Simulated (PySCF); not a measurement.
# Electron correlation in As⁺ (arsenic, charge +1)

[Ar] 3d10 4s2 4p1 4d1, one real determinant (an excited configuration). Computed with PySCF 2.14 in aug-cc-pVTZ-PP with one added diffuse shell each of s, d, f type with ECP10MDF (7s5p5d3f, 68 functions), with scalar relativity through the core potential. Frozen: 3s2 3p6 3d10; 4 electrons correlated.

MP2 pair energies summed by pair of shells (mhartree):

```tsv
pair	energy	share (%)
4s-4s	-22.16	38.1
4s-4p	-17.90	30.8
4s-4d	-14.61	25.1
4p-4d	-3.42	5.9
```

Total MP2 correlation energy: -58.10 mhartree.

Same-spin part -9.27 and opposite-spin part -48.83 mhartree; SCS-MP2 scales them by 1/3 and 6/5 to -61.69 mhartree.

The reference is one real determinant that mixes LS terms of this configuration.
